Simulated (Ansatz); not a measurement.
Isomers of CH$_{2}$ClNOSi, relaxed with PBE0-D4/def2-TZVP in Ansatz; electronic energies, one conformer each and not always the lowest. Functionals use def2-TZVPP; CBS adds triple-zeta CCSD(T) − MP2 to the MP2 limit of def2-TZVPP and def2-QZVPP.

Task: Order them by energy at frozen-core CCSD(T)/CBS, lowest first. (An estimate is asked.)
A. `O=C=N[SiH2]Cl`
B. `O[Si]1(Cl)C=N1`
C. `O[SiH]1N=C1Cl`

Result: A (0.0 kJ/mol), B (103.4 kJ/mol), C (222.4 kJ/mol).

Task: How do PBE-D4, MP2/CBS(def2), B2PLYP, B3LYP-D4 place them (kJ/mol, against `O=C=N[SiH2]Cl`)? (Best estimate.)

Result: Ansatz gave: 
| isomer | PBE-D4 | MP2/CBS(def2) | B2PLYP | B3LYP-D4 |
| --- | --- | --- | --- | --- |
| `O[Si]1(Cl)C=N1` | 129.4 | 109.4 | 132.6 | 136.5 |
| `O[SiH]1N=C1Cl` | 228.4 | 227.9 | 243.5 | 245.0 |

B3LYP here is the variant with VWN-RPA as its local correlation; programs differ in this.
